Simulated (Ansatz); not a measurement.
Cost and result for the atomization energy of `C=[C]1[AlH][S]S1` (8 atoms, 8 bonds).

```xyz
8

C     0.538    0.694   -1.330
C     0.169    0.295   -0.113
Al   -0.722   -1.190    0.755
S    -0.438   -0.171    2.663
S     0.466    1.231    1.366
H     0.325    0.073   -2.193
H     1.054    1.631   -1.523
H    -1.392   -2.564    0.375
```

The species carries charge 0 and has multiplicity 1. The geometry is a stationary point of PBE0-D4/def2-TZVP. Program: Ansatz. All runs use 2 threads of an AMD EPYC 7R13 on a shared host. Times are those of one run each, without the atoms' runs, and a repeat can differ threefold. Electronic energies, without spin–orbit coupling; frozen cores. CCSD(T)/CBS adds CCSD(T) − MP2 in def2-TZVPP to the MP2 limit, and its time is that of the two runs behind it. T1 = 0.014; the RHF reference is unstable towards UHF. B3LYP takes the VWN-RPA correlation (the form of Gaussian; ORCA's B3LYP/G). HSE06 is the plane-wave form, built on full-range PBE exchange.

CCSD(T)/CBS is a level of theory with its own doubt, some kJ/mol a heavy atom from the limit and from the frozen cores, so smaller differences don't rank the functionals.

| level | functions | wall time | atomization (kcal/mol) | difference from CCSD(T)/CBS | per bond |
| --- | --- | --- | --- | --- | --- |
| LDA (SPW92)/def2-TZVPP | 230 | 1.8 s | 803.2 | 115.2 | 14.4 |
| revPBE-D4/def2-TZVPP | 230 | 2.6 s | 694.8 | 6.8 | 0.8 |
| BLYP-D4/def2-TZVPP | 230 | 3 s | 687.2 | -0.8 | -0.1 |
| CCSD(T)/def2-SVP | 97 | 3.7 s | 636.4 | -51.6 | -6.5 |
| HSE06-D4/def2-TZVPP | 230 | 4.3 s | 697.3 | 9.3 | 1.2 |
| r2SCAN-D4/def2-TZVPP (with forces) | 230 | 6.5 s | 696.8 | 8.8 | 1.1 |
| B3LYP-D4/def2-TZVPP (with forces) | 230 | 6.5 s | 685.4 | -2.6 | -0.3 |
| r2SCANh-D4/def2-TZVPP | 230 | 6.5 s | 690.7 | 2.7 | 0.3 |
| PBE-QIDH/def2-TZVPP | 230 | 7.5 s | 687.8 | -0.2 | 0.0 |
| ωB97M-V/def2-TZVPP (with forces) | 230 | 14 s | 693.5 | 5.5 | 0.7 |
| MP2/def2-QZVPP | 414 | 26 s | 698.0 | 10.0 | 1.2 |
| CCSD(T)/def2-TZVPP | 230 | 86 s | 664.3 | -23.7 | -3.0 |
| CCSD(T)/CBS(def2) | – | 110 s | 688.0 | 0.0 | 0.0 |

From BLYP to BHLYP (50 % exact exchange), in def2-TZVPP and without D4, the atomization energy moves by −21.3 kcal/mol: exact exchange takes away binding that semilocal exchange gives to molecules. Leaving LDA and LC-ωPBE aside and taking each functional with its dispersion term where it has one, the values, not all of them listed here, spread over 51.9 kcal/mol, from BHLYP-D4 to PBE-D4. LDA lies +96.1 kcal/mol from PBE without D4, its usual overbinding. In def2-TZVPP, CCSD(T) changes the Hartree–Fock value by +186.1 kcal/mol (the triples alone add +17.2 kcal/mol) and MP2 by +205.8 kcal/mol; breaking electron pairs costs correlation energy, which Hartree–Fock lacks.
